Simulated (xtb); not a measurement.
AlBr₃, singlet, geometry from GFN2-xTB (such geometries of metal compounds can be far from the true shape), atoms displaced at random by about 0.06 Å a coordinate; GFN2-xTB (xtb 6.7.1).

Input for xtb:
```
$ xtb mol.xyz --gfn 2 --chrg 0 --uhf 0 --ohess --json

# file mol.xyz
4

Al    -0.02548115     0.00073183    -0.12545688
Br    -1.76337730    -1.33666280    -0.13479782
Br     0.05082347     1.92632185    -1.08964571
Br     1.91756758    -0.49646063     1.13064471
```

The log (banner, timings and long lists left out):

```
   ID    Z sym.   atoms
    1   13 Al     1
    2   35 Br     2-4

           -------------------------------------------------
          |                Calculation Setup                |
           -------------------------------------------------

           -------------------------------------------------
          |                 G F N 2 - x T B                 |
           -------------------------------------------------

          ...................................................
          :                      SETUP                      :
          :.................................................:
          :  # basis functions                  40          :
          :  # atomic orbitals                  36          :
          :  # shells                           12          :
          :  # electrons                        24          :
          :  max. iterations                   250          :
          :  Hamiltonian                  GFN2-xTB          :
          :  restarted?                      false          :
          :  GBSA solvation                  false          :
          :  PC potential                    false          :
          :  electronic temp.          300.0000000     K    :
          :  accuracy                    1.0000000          :
          :  -> integral cutoff          0.2500000E+02      :
          :  -> integral neglect         0.1000000E-07      :
          :  -> SCF convergence          0.1000000E-05 Eh   :
          :  -> wf. convergence          0.1000000E-03 e    :
          :  Broyden damping             0.4000000          :
          :  net charge                          0          :
          :  unpaired electrons                  0          :
          ...................................................

 iter      E             dE          RMSdq      gap      omega  full diag
   1    -13.4630035 -0.134630E+02  0.172E+01    5.10       0.0  T
   2    -13.5315818 -0.685782E-01  0.131E+01    3.79       1.0  T
   3    -13.5163075  0.152742E-01  0.440E+00    4.74       1.0  T
   4    -13.5506302 -0.343227E-01  0.223E+00    3.88       1.0  T
   5    -13.5504600  0.170187E-03  0.257E+00    4.14       1.0  T
   6    -13.5522427 -0.178263E-02  0.739E-01    3.93       1.0  T
   7    -13.5524672 -0.224494E-03  0.600E-01    4.07       1.0  T
   8    -13.5526854 -0.218192E-03  0.254E-01    4.07       1.0  T
   9    -13.5528066 -0.121225E-03  0.123E-01    4.02       1.0  T
  10    -13.5527797  0.268595E-04  0.163E-01    4.05       1.0  T
  11    -13.5528007 -0.209602E-04  0.769E-02    4.01       1.0  T
  12    -13.5528177 -0.170389E-04  0.296E-02    4.02       1.7  T
  13    -13.5528158  0.197261E-05  0.329E-02    4.03       1.5  T
  14    -13.5528189 -0.314041E-05  0.110E-02    4.03       4.5  T
  15    -13.5528189 -0.453434E-07  0.166E-03    4.03      30.2  T
  16    -13.5528189 -0.333119E-08  0.332E-04    4.03     150.4  T
  17    -13.5528189 -0.918448E-10  0.148E-04    4.03     337.7  T

   *** convergence criteria satisfied after 17 iterations ***

         :::::::::::::::::::::::::::::::::::::::::::::::::::::
         ::                     SUMMARY                     ::
         :::::::::::::::::::::::::::::::::::::::::::::::::::::
         :: total energy             -13.507084804912 Eh    ::
         :: gradient norm              0.074283059967 Eh/a0 ::
         :: HOMO-LUMO gap              4.028905400408 eV    ::
         ::.................................................::
         :: SCC energy               -13.552817596402 Eh    ::
         :: -> isotropic ES            0.045365631937 Eh    ::
         :: -> anisotropic ES          0.004502976570 Eh    ::
         :: -> anisotropic XC         -0.013230771995 Eh    ::
         :: -> dispersion             -0.004139856363 Eh    ::
         :: repulsion energy           0.045732791490 Eh    ::
         :: add. restraining           0.000000000000 Eh    ::
[...]
 * total energy  :   -13.5070848 Eh     change       -0.4748024E-10 Eh
 * total energy  :   -13.5050571 Eh     change        0.2027748E-02 Eh
 * total energy  :   -13.5121657 Eh     change       -0.7108650E-02 Eh
 * total energy  :   -13.5137578 Eh     change       -0.1592143E-02 Eh
 * total energy  :   -13.5148289 Eh     change       -0.1071075E-02 Eh
 * total energy  :   -13.5147740 Eh     change        0.5490236E-04 Eh
 * total energy  :   -13.5148793 Eh     change       -0.1052924E-03 Eh
 * total energy  :   -13.5148779 Eh     change        0.1448730E-05 Eh
 * total energy  :   -13.5148807 Eh     change       -0.2796073E-05 Eh
   *** GEOMETRY OPTIMIZATION CONVERGED AFTER 9 ITERATIONS ***
         :: total energy             -13.514880662153 Eh    ::
[...]
 IR intensities (km·mol⁻¹)
   1:  0.00   2:  0.00   3:  0.00   4:  0.00   5:  0.00   6:  0.00   7: 10.22   8: 10.18
   9: 39.17  10:  0.00  11: 66.45  12: 66.43
 Raman intensities (Ä⁴*amu⁻¹)
   1:  0.00   2:  0.00   3:  0.00   4:  0.00   5:  0.00   6:  0.00   7:  0.00   8:  0.00
   9:  0.00  10:  0.00  11:  0.00  12:  0.00
 output can be read by thermo (or use thermo option).
 writing <g98.out> molden fake output.
 recommended (thermochemical) frequency scaling factor: 1.0
           -------------------------------------------------
          |             Thermodynamic Functions             |
           -------------------------------------------------

d3h symmetry found (for desy threshold:  0.10E+00) used in thermo

          ...................................................
          :                      SETUP                      :
          :.................................................:
          :  # frequencies                           6      :
          :  # imaginary freq.                       0      :
          :  linear?                             false      :
          :  only rotor calc.                    false      :
          :  symmetry                              d3h      :
          :  rotational number                       6      :
          :  scaling factor                  1.0000000      :
          :  rotor cutoff                   50.0000000 cm⁻¹ :
          :  imag. cutoff                  -20.0000000 cm⁻¹ :
          :.................................................:

    mode    ω/cm⁻¹     T·S(HO)/kcal·mol⁻¹    T·S(FR)/kcal·mol⁻¹   T·S(vib)
   ------------------------------------------------------------------------
       1     73.81    -1.20723 ( 82.61%)    -0.94109 ( 17.39%)    -1.16094
       2     73.84    -1.20697 ( 82.63%)    -0.94096 ( 17.37%)    -1.16077
       3    168.69    -0.73049 ( 99.23%)    -0.69628 (  0.77%)    -0.73023
       4    240.66    -0.53608 ( 99.81%)    -0.59102 (  0.19%)    -0.53618
   ------------------------------------------------------------------------

   temp. (K)  partition function   enthalpy   heat capacity  entropy
                                   cal/mol     cal/K/mol   cal/K/mol   J/K/mol
 298.15  VIB   33.8                 1925.366      9.544     13.142
         ROT  0.267E+06              888.752      2.981     27.815
         INT  0.903E+07             2814.118     12.525     40.957
         TR   0.421E+28             1481.254      4.968     42.623
         TOT                        4295.3721    17.4935    83.5792   349.6954

       T/K    H(0)-H(T)+PV         H(T)/Eh          T*S/Eh         G(T)/Eh
   ------------------------------------------------------------------------
    298.15    0.684511E-02    0.105998E-01    0.397112E-01   -0.291114E-01
   ------------------------------------------------------------------------

         :::::::::::::::::::::::::::::::::::::::::::::::::::::
         ::                  THERMODYNAMIC                  ::
         :::::::::::::::::::::::::::::::::::::::::::::::::::::
         :: total free energy         -13.543992083281 Eh   ::
         ::.................................................::
         :: total energy              -13.514880662156 Eh   ::
         :: zero point energy           0.003754650068 Eh   ::
         :: G(RRHO) w/o ZPVE           -0.032866071193 Eh   ::
         :: G(RRHO) contrib.           -0.029111421125 Eh   ::
         :::::::::::::::::::::::::::::::::::::::::::::::::::::

optimized geometry written to: xtbopt.xyz

           -------------------------------------------------
          | TOTAL ENERGY              -13.514880662156 Eh   |
          | TOTAL ENTHALPY            -13.504280901000 Eh   |
          | TOTAL FREE ENERGY         -13.543992083281 Eh   |
          | GRADIENT NORM               0.000174015851 Eh/α |
          | HOMO-LUMO GAP               4.249343276128 eV   |
           -------------------------------------------------

normal termination of xtb
```
